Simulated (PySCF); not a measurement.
Simulated absorption spectrum

Species: C₆H₆O₃.
Atom-mapped SMILES: `[CH3:1][C@H:2]1[O:3][C:4](=[O:5])[CH:6]=[CH:7][C:8]1=[O:9]` (hydrogens: H10, H11, H12 on C1; H13 on C2; H14 on C6; H15 on C7)

Method used: TDDFT PBE0/def2-SVPD, vertical, gas phase, core orbitals frozen in the response in PySCF. Isolated species at its GFN2-xTB geometry (one conformer only).

Computed states:

```csv
state,E (eV),f
S1,3.26,0.0013
S2,3.97,0.0006
S3,5.14,0.024
S4,5.74,0.232
S5,5.89,0.081
S6,6.34,0.0035
S7,6.64,0.0004
S8,7.15,0.0050
```

Each state is given a Gaussian of 0.25 eV full width at half maximum, with ε(max) = 2.175×10⁸ f / Δν̃ (Δν̃ the width in cm⁻¹). The cross-section is σ = 3.8235×10⁻²¹ ε cm², given in Mb (10⁻¹⁸ cm²). The width is an assumption, not a result. The curve ends short of the highest state used, and states not computed would add to its high-energy end.

Question: What does the envelope look like, and where are its maxima?

Answer: 
| E (eV) | σ (Mb) |
| --- | --- |
| 2.88 | 0.00 |
| 2.97 | 0.01 |
| 3.05 | 0.08 |
| 3.14 | 0.29 |
| 3.22 | 0.51 |
| 3.31 | 0.48 |
| 3.39 | 0.25 |
| 3.48 | 0.06 |
| 3.57 | 0.01 |
| 3.65 | 0.00 |
| 3.74 | 0.02 |
| 3.82 | 0.08 |
| 3.91 | 0.19 |
| 3.99 | 0.22 |
| 4.08 | 0.13 |
| 4.16 | 0.05 |
| 4.25 | 0.01 |
| 4.33 | 0.00 |
| 4.42 | 0.00 |
| 4.50 | 0.00 |
| 4.59 | 0.00 |
| 4.67 | 0.00 |
| 4.76 | 0.02 |
| 4.84 | 0.19 |
| 4.93 | 1.42 |
| 5.01 | 4.72 |
| 5.10 | 9.25 |
| 5.19 | 8.84 |
| 5.27 | 4.65 |
| 5.36 | 1.31 |
| 5.44 | 2.01 |
| 5.53 | 13.99 |
| 5.61 | 46.99 |
| 5.70 | 96.54 |
| 5.78 | 108.63 |
| 5.87 | 77.32 |
| 5.95 | 41.14 |
| 6.04 | 13.57 |
| 6.12 | 3.34 |
| 6.21 | 1.03 |
| 6.29 | 1.33 |
| 6.38 | 1.35 |
| 6.46 | 0.80 |
| 6.55 | 0.32 |

Maxima: 381 nm (3.26 eV), ε about 140, made up of S1 (100%); 312 nm (3.97 eV), ε about 59, made up of S2 (100%); 241 nm (5.14 eV), ε about 2600, made up of S3 (100%); 215 nm (5.76 eV), ε about 29000, made up of S4 (85%) and S5 (15%); 196 nm (6.34 eV), ε about 380, made up of S6 (100%) (ε in L mol⁻¹ cm⁻¹; maxima over ε = 5, shares over 10%).

Question: On this curve, what absorbance would a 10⁻⁴ mol/L sample give at 355 nm over a 1 cm path?

Answer: 355 nm is 3.493 eV, where ε is about 13 L mol⁻¹ cm⁻¹, so A = ε c l ≈ 0.0013 (Beer–Lambert, with the gas-phase spectrum and the assumed width).

Question: Does any computed singlet lie in the visible range?

Answer: S1 lies in the visible range (380 to 750 nm), at 380 nm, f = 0.0013; light of that wavelength is violet, and its complementary colour is yellow-green; a Tamm–Dancoff triplet lies at 443 nm, without intensity as long as spin–orbit coupling is left out.

Question: What would ε be at 5.76 eV, the highest of these maxima, with half the width (0.125 eV)?

Answer: About 47200 L mol⁻¹ cm⁻¹ against 28800, a factor of about 1.6; a lone state at its own centre would give exactly 2.

On one thread of an Arm Neoverse N1, no GPU, on a shared host, this took 1.7 min wall (with the writing of density and orbital grids) and 0.96 GiB of memory at its peak.
